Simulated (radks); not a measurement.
Problem. These are the eigenvalues of the occupied orbitals of an atom or ion with whole-number occupations (hartree). Calculated with a radial shooting solver on a logarithmic mesh with Libxc functionals: scalar-relativistic Kohn-Sham, MS2 meta-GGA, spin-polarised, spherical densities, finite nucleus; meta-GGA in the generalised Kohn-Sham scheme; Fermi nuclear charge, rms radius of each element as measured or else 0.836 A^(1/3) + 0.57 fm.

| orbital | eigenvalue |
|---|---|
| 1s up | -522.6365 |
| 1s down | -522.6257 |
| 2s up | -70.34959 |
| 2s down | -70.34750 |
| 2p up | -62.22801 |
| 2p down | -62.21864 |
| 3s up | -11.36425 |
| 3s down | -11.35485 |
| 3p up | -8.75129 |
| 3p down | -8.73852 |
| 3d up | -4.48483 |
| 3d down | -4.46596 |
| 4s up | -2.26390 |
| 4s down | -2.08913 |
| 4p up | -1.66433 |

Which element is it, and in what charge state? The configuration may be excited. Open shells, if any, are filled with parallel spins first.

Solution. Z = 36, krypton, charge +3: Kr3+ in [Ar] 3d10 4s2 4p3. The list shows which subshells hold electrons but not how many an open one holds; the 1s level, -522.64 hartree, gives Z - s = 32.3 by -(Z - s)^2/2, which with screening and relativity narrows Z to a few neighbours, and the depths of the outer levels then fix element, charge and occupations together.
